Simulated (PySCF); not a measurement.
Broadened absorption spectrum of C2H10GeNP

C2H10GeNP.
Numbering: `[CH3:1][N:2]([CH3:3])[GeH2:4][PH2:5]` (hydrogens: H6, H7, H8 on C1; H9, H10, H11 on C3; H12, H13 on Ge4; H14, H15 on P5)

Cartesian coordinates in Å at the PBE0-D3(BJ)/def2-SVP level; atoms count from 1:
```xyz
15
C2H10GeNP angstrom
C     -1.656   -0.493   -0.414
N     -0.504    0.342   -0.633
C     -0.766    1.750   -0.494
Ge     1.131   -0.320   -0.111
P      2.724    1.203   -0.849
H     -2.064   -0.440    0.619
H     -2.475   -0.206   -1.100
H     -1.416   -1.549   -0.621
H     -1.060    2.059    0.533
H     -1.587    2.054   -1.169
H      0.118    2.342   -0.784
H      1.221   -0.550    1.424
H      1.315   -1.672   -0.826
H      3.805    0.312   -0.562
H      2.832    1.861    0.415
```

The calculation used TDDFT CAM-B3LYP/def2-SVPD, vertical, gas phase, core orbitals frozen in the response in PySCF. Relativistic effects, spin–orbit coupling among them, are left out although an element past zinc is present.

Computed states:

```csv
state,E (eV),f
S1,5.47,0.022
S2,6.03,0.0070
S3,6.05,0.036
S4,6.34,0.0069
S5,6.58,0.0082
S6,6.65,0.057
S7,6.78,0.024
S8,6.91,0.283
S9,7.10,0.0037
S10,7.28,0.013
```

Broadening: Gaussians 0.5 eV wide at half height, area fixed by f = 4.319×10⁻⁹ ∫ε dν̃. The width is an assumption, not a result. The curve ends short of the highest state used, and states not computed would add to its high-energy end.

(1) Give the broadened spectrum and its maxima.

(2) Coming from long wavelengths, where does ε first pass 100 L mol⁻¹ cm⁻¹?

(3) On this curve, what absorbance would a 10⁻⁴ mol/L sample give at 248 nm over a 1 cm path?

## Answers

(1) 
| λ (nm) | ε (L mol⁻¹ cm⁻¹) |
| --- | --- |
| 185.6 | 13196 |
| 187.4 | 10493 |
| 189.2 | 8024 |
| 191.0 | 6003 |
| 192.8 | 4504 |
| 194.6 | 3506 |
| 196.4 | 2931 |
| 198.1 | 2679 |
| 199.9 | 2605 |
| 201.7 | 2618 |
| 203.5 | 2628 |
| 205.3 | 2574 |
| 207.1 | 2436 |
| 208.9 | 2224 |
| 210.7 | 1972 |
| 212.5 | 1722 |
| 214.3 | 1509 |
| 216.1 | 1356 |
| 217.9 | 1269 |
| 219.7 | 1238 |
| 221.5 | 1243 |
| 223.3 | 1261 |
| 225.1 | 1269 |
| 226.9 | 1251 |
| 228.7 | 1200 |
| 230.5 | 1116 |
| 232.3 | 1003 |
| 234.1 | 872 |
| 235.9 | 734 |
| 237.7 | 598 |
| 239.5 | 473 |
| 241.3 | 363 |
| 243.1 | 271 |
| 244.9 | 196 |
| 246.7 | 139 |
| 248.5 | 96 |
| 250.3 | 65 |
| 252.1 | 43 |
| 253.9 | 28 |
| 255.7 | 17 |
| 257.5 | 11 |
| 259.3 | 7 |
| 261.1 | 4 |
| 262.9 | 2 |

Maxima: 225 nm (5.51 eV), ε about 1300, made up of S1 (92%) (hardly more than a shoulder); 203 nm (6.11 eV), ε about 2600, made up of S2 (14%) and S3 (71%) (hardly more than a shoulder) (ε in L mol⁻¹ cm⁻¹; maxima over ε = 5, shares over 10%). At its high-energy end, 6.68 eV, the curve is still rising (ε about 13000, from S6 and S8).

(2) At about 248 nm (4.99 eV), 0.47 eV below S1.

(3) 248 nm is 4.999 eV, where ε is about 110 L mol⁻¹ cm⁻¹, so A = ε c l ≈ 0.011 (Beer–Lambert, with the gas-phase spectrum and the assumed width).

All these states lie below the vertical ionisation energy of 8.12 eV (ΔSCF).

One conformer stands for the species.

Without π bonds the low states are Rydberg-like; a valence basis with one diffuse set may place them up to an eV too high.
